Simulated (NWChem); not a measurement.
System: boric acid (H$_{3}$BO$_{3}$); SMILES OB(O)O

NWChem input:

```
start job
memory heap 200 mb stack 900 mb global 1100 mb
geometry units angstroms noautosym nocenter noautoz
  O     -0.960121     0.999409     0.000000
  B     -0.037938     0.001812     0.000000
  O      1.293053     0.344052     0.000000
  O     -0.514656    -1.277638     0.000000
  H     -0.534738     1.861480     0.000000
  H      1.907973    -0.392472     0.000000
  H      0.158477    -1.960235     0.000000
end
basis spherical
  * library 6-31g*
end
dft
  xc hfexch
  iterations 150
end
property
  shielding
end
task dft property
```

Structure relaxed at the PBE0/def2-SVP level.

GIAO values for the isolated, static molecule; σ is the absolute isotropic shielding, δ = σ(reference) − σ with the isolated reference molecule computed at the same levels (11B: boron trifluoride, 1H: tetramethylsilane, 17O: water).

Atoms are numbered as in the input.

**Question.** What results follow from this input? (Hartree-Fock/6-31G* (spherical d), GIAO.) Quantities: basis functions; δ O1 (ppm); δ B2 (ppm); δ O3 (ppm); δ O4 (ppm); δ H5 (ppm); δ H6 (ppm); δ H7 (ppm).

**Answer.** The number of basis functions is 62, the δ O1 (ppm) is 46.0 and the δ B2 (ppm) is 8.4. The δ O3 (ppm) comes out as 48.6, the δ O4 (ppm) comes out as 47.4 and the δ H5 (ppm) is 2.68. The δ H6 (ppm) is 2.04 and the δ H7 (ppm) comes out as 1.90.
